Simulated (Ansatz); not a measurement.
Relaxation of the cluster Mg₄Te₄ (charge 0, singlet) with RKS PBE-D4/def2-SVP in Ansatz.

Positions (Å) and forces (eV/Å) at steps 37, 38, 39, 40, 41, 42, 43, 45, 46, 48, 49, 50, 51, 52, 53, 54, 55, 56, 57, 58, 59, 60, 61, 62, 63, 64, 65, 66, 67, 68, 69, 70 of 70:

```xyz
8
step=37 energy=-50935.6230 eV
Mg   -1.705   -2.462   -4.809   -0.047   -0.130   -0.003
Mg    0.824    1.097    2.409    0.024    0.001   -0.024
Mg    3.556    0.449    3.412   -0.082   -0.012   -0.037
Mg   -0.570   -0.544    0.198   -0.108   -0.179   -0.270
Te   -1.832   -0.726   -2.582    0.140    0.066    0.242
Te   -1.019    2.395    0.882    0.033    0.014   -0.149
Te   -0.082    1.374   -1.765    0.015    0.245    0.255
Te    0.828   -1.582    2.256    0.024   -0.004   -0.014
8
step=38 energy=-50935.7755 eV
Mg   -1.742   -2.551   -4.692   -0.066   -0.107    0.068
Mg    0.799    1.074    2.347    0.009   -0.030   -0.043
Mg    3.528    0.438    3.347   -0.072   -0.015   -0.037
Mg   -0.595   -0.624    0.098    0.014   -0.188   -0.090
Te   -1.695   -0.663   -2.528    0.037   -0.011   -0.018
Te   -1.071    2.400    0.884   -0.039    0.102   -0.083
Te   -0.018    1.521   -1.655    0.089    0.268    0.220
Te    0.794   -1.597    2.199    0.028   -0.019   -0.016
8
step=39 energy=-50935.8723 eV
Mg   -1.797   -2.641   -4.619   -0.065   -0.002    0.188
Mg    0.773    1.052    2.290   -0.112    0.058   -0.104
Mg    3.488    0.432    3.317   -0.040   -0.006   -0.029
Mg   -0.570   -0.720    0.031    0.070   -0.069   -0.191
Te   -1.623   -0.622   -2.545    0.169    0.059   -0.058
Te   -1.115    2.464    0.884   -0.015    0.061    0.224
Te    0.043    1.657   -1.533    0.017   -0.117    0.023
Te    0.802   -1.623    2.175   -0.023    0.015   -0.054
8
step=40 energy=-50935.9913 eV
Mg   -1.883   -2.732   -4.478   -0.020    0.081    0.200
Mg    0.717    1.049    2.224   -0.037   -0.037   -0.034
Mg    3.422    0.437    3.277   -0.008   -0.007   -0.020
Mg   -0.483   -0.821   -0.106    0.153   -0.097   -0.008
Te   -1.497   -0.547   -2.612   -0.006   -0.072   -0.201
Te   -1.149    2.533    0.974   -0.099    0.178   -0.005
Te    0.090    1.710   -1.401    0.028    0.011    0.110
Te    0.784   -1.629    2.122   -0.011   -0.056   -0.042
8
step=41 energy=-50936.0881 eV
Mg   -1.929   -2.766   -4.349    0.003    0.101    0.163
Mg    0.654    1.025    2.166   -0.216    0.058   -0.132
Mg    3.361    0.438    3.238    0.017    0.003   -0.013
Mg   -0.351   -0.929   -0.201    0.058   -0.036   -0.201
Te   -1.442   -0.499   -2.664    0.030   -0.144   -0.027
Te   -1.190    2.672    1.004    0.132   -0.010    0.086
Te    0.112    1.736   -1.289    0.001    0.003    0.145
Te    0.785   -1.677    2.095   -0.026    0.025   -0.022
8
step=42 energy=-50936.1655 eV
Mg   -1.954   -2.778   -4.246    0.014    0.077    0.122
Mg    0.573    1.006    2.104   -0.103   -0.043   -0.080
Mg    3.295    0.458    3.189    0.036    0.008   -0.006
Mg   -0.238   -1.028   -0.321    0.118   -0.044    0.072
Te   -1.402   -0.496   -2.674   -0.025   -0.067   -0.137
Te   -1.168    2.779    1.060   -0.013    0.102    0.064
Te    0.130    1.752   -1.174    0.013   -0.012    0.021
Te    0.764   -1.694    2.062   -0.039   -0.022   -0.055
8
step=43 energy=-50936.2081 eV
Mg   -1.949   -2.798   -4.093    0.013   -0.020    0.019
Mg    0.463    0.947    2.008   -0.096    0.028   -0.039
Mg    3.216    0.467    3.102    0.049    0.022   -0.002
Mg   -0.091   -1.103   -0.406   -0.050    0.027   -0.068
Te   -1.349   -0.485   -2.712    0.037   -0.006    0.095
Te   -1.140    2.953    1.139    0.086   -0.115   -0.030
Te    0.117    1.778   -1.067    0.004    0.063    0.058
Te    0.733   -1.760    2.029   -0.042    0.000   -0.034
8
step=45 energy=-50936.2144 eV rejected
Mg   -1.893   -2.874   -3.890    0.034    0.085    0.025
Mg    0.385    0.880    2.084   -0.028   -0.099   -0.055
Mg    3.285    0.523    2.886   -0.067   -0.024   -0.043
Mg   -0.127   -1.030   -0.456   -0.006   -0.007    0.065
Te   -1.232   -0.418   -2.810   -0.009   -0.033    0.038
Te   -1.168    2.896    1.193    0.031   -0.007   -0.058
Te    0.213    1.844   -0.991   -0.016    0.040   -0.006
Te    0.537   -1.822    1.985    0.061    0.046    0.034
8
step=46 energy=-50936.2240 eV
Mg   -1.884   -2.831   -3.938    0.001    0.005    0.005
Mg    0.384    0.886    2.020   -0.004    0.009    0.011
Mg    3.223    0.488    2.964   -0.005    0.003   -0.025
Mg   -0.109   -1.075   -0.435    0.000    0.003   -0.004
Te   -1.307   -0.420   -2.730    0.015    0.004    0.006
Te   -1.142    2.932    1.156    0.003   -0.009   -0.011
Te    0.185    1.826   -1.032   -0.002   -0.004    0.014
Te    0.649   -1.807    1.995   -0.007   -0.010    0.004
8
step=48 energy=-50936.2341 eV
Mg   -1.846   -2.811   -3.894   -0.001    0.000   -0.005
Mg    0.294    0.855    2.084    0.023    0.022    0.002
Mg    3.245    0.519    2.721   -0.053   -0.003   -0.042
Mg   -0.107   -1.077   -0.407   -0.008    0.010    0.003
Te   -1.221   -0.392   -2.734    0.021    0.005    0.016
Te   -1.171    2.916    1.158    0.003   -0.003   -0.016
Te    0.256    1.821   -0.971   -0.001    0.007    0.019
Te    0.549   -1.831    2.044    0.015   -0.038    0.023
8
step=49 energy=-50936.2438 eV
Mg   -1.825   -2.789   -3.888    0.007    0.004    0.000
Mg    0.228    0.839    2.117    0.065   -0.037    0.027
Mg    3.239    0.533    2.526   -0.088   -0.001   -0.053
Mg   -0.116   -1.078   -0.361    0.010   -0.026    0.000
Te   -1.143   -0.384   -2.725    0.005    0.007    0.019
Te   -1.190    2.919    1.158    0.001   -0.016   -0.013
Te    0.303    1.820   -0.926    0.015   -0.019    0.045
Te    0.504   -1.861    2.099   -0.014    0.088   -0.025
8
step=50 energy=-50936.2583 eV
Mg   -1.797   -2.757   -3.879   -0.001    0.005   -0.002
Mg    0.170    0.835    2.162    0.045    0.013   -0.005
Mg    3.219    0.546    2.332   -0.112    0.004   -0.062
Mg   -0.105   -1.109   -0.341   -0.019    0.025    0.003
Te   -1.096   -0.363   -2.700    0.028   -0.009   -0.001
Te   -1.216    2.906    1.146    0.019   -0.011   -0.005
Te    0.371    1.787   -0.856    0.010    0.039    0.008
Te    0.453   -1.845    2.136    0.028   -0.065    0.064
8
step=51 energy=-50936.2788 eV
Mg   -1.779   -2.733   -3.875    0.006    0.009    0.007
Mg    0.106    0.811    2.186    0.064    0.007    0.050
Mg    3.170    0.561    2.140   -0.117    0.011   -0.068
Mg   -0.113   -1.109   -0.293    0.001   -0.007   -0.020
Te   -1.025   -0.358   -2.682    0.015   -0.010   -0.007
Te   -1.217    2.906    1.147    0.002    0.002   -0.001
Te    0.426    1.788   -0.812    0.029   -0.030    0.045
Te    0.433   -1.867    2.190   -0.001    0.017   -0.007
8
step=52 energy=-50936.3061 eV
Mg   -1.765   -2.715   -3.865    0.012    0.020    0.011
Mg    0.047    0.803    2.240    0.032   -0.028    0.023
Mg    3.107    0.590    1.955   -0.127    0.012   -0.079
Mg   -0.118   -1.127   -0.275   -0.006    0.030   -0.008
Te   -0.964   -0.349   -2.679    0.010   -0.036   -0.006
Te   -1.210    2.911    1.151    0.018   -0.011    0.010
Te    0.490    1.759   -0.744    0.053   -0.013    0.038
Te    0.414   -1.871    2.218    0.009    0.026    0.011
8
step=53 energy=-50936.3373 eV
Mg   -1.745   -2.708   -3.855    0.017    0.020    0.013
Mg   -0.005    0.791    2.299   -0.025   -0.027    0.016
Mg    3.033    0.610    1.777   -0.086    0.020   -0.076
Mg   -0.126   -1.126   -0.257   -0.015    0.047   -0.011
Te   -0.905   -0.351   -2.681   -0.012   -0.048   -0.027
Te   -1.188    2.915    1.169    0.017   -0.003    0.026
Te    0.541    1.741   -0.691    0.083   -0.017    0.033
Te    0.395   -1.872    2.241    0.021    0.008    0.026
8
step=54 energy=-50936.3586 eV
Mg   -1.719   -2.716   -3.848    0.006    0.003    0.015
Mg   -0.089    0.751    2.361   -0.192    0.013    0.106
Mg    2.932    0.657    1.616    0.274    0.032   -0.008
Mg   -0.160   -1.085   -0.242   -0.002   -0.028    0.009
Te   -0.883   -0.363   -2.697   -0.004   -0.044   -0.048
Te   -1.127    2.916    1.195    0.040    0.007    0.007
Te    0.634    1.718   -0.645   -0.064    0.039   -0.025
Te    0.411   -1.879    2.260   -0.058   -0.021   -0.058
8
step=55 energy=-50936.3819 eV
Mg   -1.708   -2.770   -3.848    0.025    0.013    0.022
Mg   -0.141    0.734    2.458   -0.170   -0.060    0.005
Mg    2.927    0.722    1.535    0.174    0.000   -0.030
Mg   -0.200   -1.062   -0.261    0.003    0.054   -0.054
Te   -0.841   -0.411   -2.762   -0.027   -0.023    0.004
Te   -1.047    2.949    1.273    0.035   -0.007    0.019
Te    0.642    1.722   -0.615   -0.028    0.020   -0.038
Te    0.368   -1.884    2.218   -0.012    0.002    0.072
8
step=56 energy=-50936.4071 eV
Mg   -1.659   -2.835   -3.804    0.007   -0.052    0.000
Mg   -0.291    0.648    2.547   -0.073    0.217   -0.098
Mg    2.932    0.798    1.374   -0.141   -0.038   -0.044
Mg   -0.231   -0.986   -0.295    0.067   -0.058    0.147
Te   -0.818   -0.452   -2.827   -0.027    0.045   -0.013
Te   -0.921    2.982    1.376    0.061   -0.102    0.089
Te    0.680    1.735   -0.586    0.066    0.027    0.046
Te    0.308   -1.891    2.215    0.040   -0.038   -0.127
8
step=57 energy=-50936.4130 eV
Mg   -1.605   -2.909   -3.741    0.006   -0.047    0.013
Mg   -0.479    0.612    2.577    0.102   -0.090   -0.092
Mg    2.881    0.830    1.211   -0.064   -0.127    0.115
Mg   -0.212   -0.940   -0.299   -0.023   -0.014   -0.251
Te   -0.819   -0.477   -2.859    0.029    0.034    0.098
Te   -0.787    3.021    1.497    0.015    0.030    0.075
Te    0.737    1.762   -0.537   -0.100    0.081   -0.097
Te    0.284   -1.901    2.151    0.035    0.134    0.139
8
step=58 energy=-50936.4431 eV
Mg   -1.605   -2.913   -3.705    0.009   -0.045    0.001
Mg   -0.483    0.637    2.530   -0.132    0.035   -0.036
Mg    2.812    0.710    1.281    0.209   -0.011    0.010
Mg   -0.155   -0.988   -0.363   -0.091    0.048   -0.098
Te   -0.842   -0.448   -2.862    0.009    0.006    0.006
Te   -0.794    3.060    1.514    0.000    0.045    0.051
Te    0.695    1.773   -0.533   -0.044    0.076   -0.059
Te    0.372   -1.831    2.137    0.041   -0.154    0.124
8
step=59 energy=-50936.4609 eV
Mg   -1.563   -2.980   -3.662    0.026    0.000    0.016
Mg   -0.551    0.614    2.488   -0.028    0.172   -0.080
Mg    2.815    0.670    1.242    0.037   -0.031   -0.025
Mg   -0.195   -0.955   -0.395    0.039    0.011    0.088
Te   -0.833   -0.468   -2.903   -0.023   -0.004   -0.041
Te   -0.733    3.131    1.614    0.033   -0.179    0.043
Te    0.672    1.828   -0.507   -0.055   -0.008    0.065
Te    0.387   -1.840    2.124   -0.029    0.039   -0.066
8
step=60 energy=-50936.4727 eV
Mg   -1.446   -3.065   -3.588    0.042    0.101    0.028
Mg   -0.600    0.667    2.409    0.066   -0.064   -0.024
Mg    2.868    0.525    1.115   -0.162   -0.060   -0.023
Mg   -0.210   -0.935   -0.441   -0.009    0.007    0.090
Te   -0.853   -0.468   -2.947   -0.008   -0.099   -0.024
Te   -0.717    3.211    1.758   -0.027    0.048    0.018
Te    0.605    1.855   -0.383    0.066    0.114   -0.093
Te    0.353   -1.790    2.077    0.032   -0.048    0.028
8
step=61 energy=-50936.4652 eV rejected
Mg   -1.415   -3.031   -3.579    0.040    0.091    0.029
Mg   -0.531    0.681    2.323    0.050   -0.320    0.192
Mg    2.863    0.470    1.127   -0.018   -0.017   -0.057
Mg   -0.261   -0.925   -0.370    0.043   -0.042   -0.164
Te   -0.844   -0.440   -2.896   -0.022   -0.087   -0.006
Te   -0.766    3.196    1.721   -0.065    0.311   -0.005
Te    0.587    1.887   -0.423    0.033   -0.097   -0.010
Te    0.367   -1.838    2.098   -0.061    0.161    0.021
8
step=62 energy=-50936.4837 eV
Mg   -1.418   -3.058   -3.572    0.031    0.060    0.020
Mg   -0.590    0.661    2.397    0.025    0.018    0.007
Mg    2.837    0.493    1.086    0.020   -0.014   -0.018
Mg   -0.230   -0.926   -0.418   -0.019    0.022   -0.032
Te   -0.843   -0.465   -2.936    0.000   -0.061   -0.004
Te   -0.719    3.219    1.762   -0.004   -0.028    0.006
Te    0.607    1.885   -0.402   -0.027    0.006   -0.006
Te    0.356   -1.809    2.083   -0.025   -0.003    0.027
8
step=63 energy=-50936.4898 eV
Mg   -1.369   -3.061   -3.553    0.029    0.039    0.013
Mg   -0.556    0.677    2.422    0.029    0.005   -0.004
Mg    2.843    0.431    1.008   -0.019   -0.006   -0.018
Mg   -0.262   -0.902   -0.402   -0.034    0.025   -0.066
Te   -0.808   -0.468   -2.944   -0.003   -0.042    0.014
Te   -0.736    3.229    1.779   -0.030    0.013    0.047
Te    0.567    1.907   -0.392    0.030   -0.046   -0.023
Te    0.320   -1.814    2.084   -0.002    0.011    0.036
8
step=64 energy=-50936.4968 eV
Mg   -1.268   -3.075   -3.520    0.021    0.023    0.003
Mg   -0.521    0.702    2.438    0.037    0.007   -0.011
Mg    2.843    0.337    0.896   -0.083    0.001   -0.019
Mg   -0.332   -0.871   -0.393   -0.004    0.020   -0.017
Te   -0.787   -0.464   -2.956   -0.003   -0.029    0.010
Te   -0.750    3.255    1.823   -0.005    0.004    0.010
Te    0.530    1.925   -0.372    0.028   -0.044    0.027
Te    0.285   -1.809    2.083    0.008    0.018   -0.004
8
step=65 energy=-50936.5032 eV
Mg   -1.124   -3.105   -3.500    0.013    0.013    0.002
Mg   -0.461    0.743    2.475    0.034   -0.023   -0.032
Mg    2.820    0.215    0.745   -0.113    0.012   -0.014
Mg   -0.442   -0.821   -0.375    0.014    0.026   -0.010
Te   -0.763   -0.477   -2.970    0.003   -0.016    0.028
Te   -0.756    3.294    1.886    0.012    0.001   -0.004
Te    0.487    1.949   -0.333    0.026   -0.034    0.027
Te    0.238   -1.798    2.073    0.010    0.021    0.002
8
step=66 energy=-50936.5066 eV
Mg   -1.012   -3.112   -3.469    0.010   -0.005   -0.004
Mg   -0.425    0.760    2.493    0.024   -0.007   -0.030
Mg    2.785    0.139    0.629   -0.100    0.018   -0.007
Mg   -0.529   -0.791   -0.360    0.033    0.007    0.036
Te   -0.738   -0.472   -2.967    0.001    0.000    0.012
Te   -0.743    3.314    1.922    0.017   -0.001    0.001
Te    0.454    1.956   -0.318    0.019   -0.017    0.014
Te    0.208   -1.792    2.069   -0.003    0.006   -0.023
8
step=67 energy=-50936.5111 eV
Mg   -0.837   -3.147   -3.445    0.011    0.020    0.011
Mg   -0.376    0.785    2.517    0.020   -0.022   -0.038
Mg    2.719    0.053    0.474   -0.099    0.022   -0.005
Mg   -0.648   -0.745   -0.337    0.035    0.006    0.001
Te   -0.724   -0.487   -2.964    0.006   -0.008    0.035
Te   -0.684    3.354    2.000    0.032   -0.030   -0.020
Te    0.402    1.977   -0.297    0.002   -0.011    0.021
Te    0.148   -1.790    2.052   -0.007    0.023   -0.005
8
step=68 energy=-50936.5182 eV
Mg   -0.663   -3.124   -3.362    0.026    0.014    0.010
Mg   -0.332    0.781    2.494   -0.026    0.015    0.046
Mg    2.613   -0.006    0.334    0.087    0.019   -0.047
Mg   -0.744   -0.736   -0.304   -0.050   -0.040   -0.016
Te   -0.687   -0.447   -2.925   -0.017   -0.015   -0.012
Te   -0.592    3.364    2.041    0.025    0.003   -0.037
Te    0.318    1.981   -0.333   -0.009   -0.021    0.084
Te    0.088   -1.813    2.055   -0.035    0.026   -0.028
8
step=69 energy=-50936.5292 eV
Mg   -0.481   -3.115   -3.295    0.043    0.055    0.017
Mg   -0.299    0.805    2.527   -0.037   -0.014   -0.040
Mg    2.555   -0.067    0.193   -0.046    0.014   -0.024
Mg   -0.837   -0.754   -0.315   -0.053    0.030    0.071
Te   -0.700   -0.425   -2.929   -0.016   -0.054   -0.006
Te   -0.504    3.399    2.086    0.032   -0.058   -0.039
Te    0.248    1.949   -0.303    0.060    0.115   -0.024
Te    0.017   -1.793    2.035    0.017   -0.088    0.045
8
step=70 energy=-50936.5552 eV
Mg   -0.299   -3.101   -3.234    0.050    0.134    0.064
Mg   -0.308    0.790    2.500    0.045   -0.028    0.010
Mg    2.497   -0.120    0.071   -0.154   -0.006   -0.021
Mg   -0.940   -0.706   -0.265    0.036   -0.001   -0.055
Te   -0.739   -0.418   -2.891   -0.010   -0.090    0.016
Te   -0.430    3.400    2.107    0.025   -0.035   -0.017
Te    0.241    1.977   -0.314    0.021   -0.046    0.016
Te   -0.022   -1.824    2.027   -0.013    0.072   -0.014
```

The run ended here without meeting its force threshold.

In the def2 sets Te takes a core potential; there is no spin–orbit coupling. The structure comes from a short search, and lower isomers may exist.
